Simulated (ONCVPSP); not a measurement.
**u(r) = r·R(r): atom against pseudo-atom (potassium)**

Columns: radius, all-electron u(r) and pseudo u(r) of the 3s shell (level -36.35 eV) of potassium in the configuration [Ne] 3s2 3p6 3d0.5 4s0.5; PBE, scalar-relativistic, ONCV scheme, ONCVPSP 4.0.1.

| r (bohr) | all-electron | pseudo |
| --- | --- | --- |
| 0.200 | -0.4189 | 0.2761 |
| 0.400 | -0.2556 | 0.5220 |
| 0.600 | 0.3707 | 0.7130 |
| 0.800 | 0.8026 | 0.8334 |
| 1.000 | 0.9718 | 0.8800 |
| 1.200 | 0.9602 | 0.8602 |
| 1.400 | 0.8565 | 0.7898 |
| 1.600 | 0.7198 | 0.6876 |
| 1.800 | 0.5827 | 0.5719 |
| 2.000 | 0.4600 | 0.4580 |
| 2.200 | 0.3568 | 0.3567 |
| 2.400 | 0.2734 | 0.2734 |
| 2.600 | 0.2076 | 0.2076 |
| 2.800 | 0.1565 | 0.1565 |
| 3.000 | 0.1174 | 0.1174 |
| 3.200 | 0.0877 | 0.0877 |
| 3.400 | 0.0652 | 0.0652 |
| 3.600 | 0.0483 | 0.0483 |
| 3.800 | 0.0357 | 0.0357 |
| 4.000 | 0.0264 | 0.0264 |
| 4.200 | 0.0194 | 0.0194 |
| 4.400 | 0.0143 | 0.0143 |
| 4.600 | 0.0105 | 0.0105 |
| 4.800 | 0.0077 | 0.0077 |
| 5.000 | 0.0057 | 0.0057 |
| 5.200 | 0.0042 | 0.0042 |

(1) How many radial nodes do the two functions have?

(2) At about which radius was the pseudo-wave matched?

(3) Is the pseudo-wave norm-conserving?

Answers

(1) The all-electron 3s function has n − l − 1 = 2 (the table is too coarse to show those close to the nucleus); the pseudo-wave has 0, since the states of the same l below it are removed with the core.

(2) 2.35 bohr, where the columns begin to agree (steps of 0.20 bohr).

(3) Yes: the ONCV scheme keeps the norm inside the radius equal to the all-electron one, which fixes the energy derivative of the logarithmic derivative at the level.
